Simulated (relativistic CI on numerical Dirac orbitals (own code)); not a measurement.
# Os7+: O2,3 absorption edge

Computed with this model: Dirac-Coulomb-Breit CI, separate exchange-only KLI orbitals for each configuration, QED by a radiative potential, valence Slater integrals scaled by 0.8, multiplet model of core-to-valence dipole absorption; configurations [Xe] 4f14 5d → [Kr] 4d10 4f14 5s2 5p5 5d2; 300 K; Lorentzian 0.6 eV and Gaussian 0.3 eV FWHM. Energies are those of the free ion, without screening or charge transfer. The branching ratio is the share of the lower-energy edge in the whole absorption, uncertain by about 0.02 where the edges overlap. S is read from ⟨S²⟩ = S(S + 1).

Field parameters in Wybourne normalisation: Td as Oh with Dq negative (B⁴₀ = 21Dq, B⁴₄ = √(5/14) B⁴₀). The field is a parameter set, without covalency.

free ion: ground-state S = 0.50, centroid 61.66 eV. Peaks (eV, height): 53.3 (46), 55.3 (24), 55.9 (25), 61.4 (58), 65.6 (24), 68.3 (100).

Td, 10Dq = -7900 cm⁻¹: ground-state S = 0.50, centroid 61.79 eV. Peaks (eV, height): 52.8 (45), 53.5 (69), 55.6 (40), 61.8 (48), 65.8 (41), 67.2 (63), 68.4 (100).

Strongest unbroadened transitions for free ion:

| Energy (eV) | Relative strength |
| --- | --- |
| 47.81 | 1.0 |
| 49.93 | 0.5 |
| 49.99 | 0.7 |
| 52.61 | 20.9 |
| 53.33 | 43.6 |
| 53.86 | 1.2 |
| 55.29 | 19.4 |
| 55.90 | 0.4 |
| 55.96 | 20.6 |
| 61.34 | 58.3 |
| 61.55 | 4.5 |
| 61.84 | 0.4 |
| 64.56 | 1.1 |
| 65.60 | 23.2 |
| 67.78 | 12.3 |
| 68.33 | 100.0 |
| 68.53 | 1.1 |
| 68.75 | 2.7 |
